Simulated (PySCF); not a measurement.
Harmonic spectrum computed at PBE0 in the def2-SVP basis family (core potentials from Rb on, PySCF, no spin–orbit coupling):

```tsv
ω (cm⁻¹)	IR (km/mol, summed over degenerate members)	degeneracy
52	1.9	1
57	0.1	2
206	2.3	1
239	66.6	2
```

**Question.** Which molecule gave it? In each, all ligands are bound to the one heavy central atom.
A. SnI₃⁺ (singlet)
B. SI₃⁺ (singlet)
C. HfI₃⁺ (singlet)
D. ZrI₃⁺ (singlet)
E. SiI₃⁺ (singlet)

**Answer.** C. It has C3v symmetry with Hf–I 2.618 Å (×3).
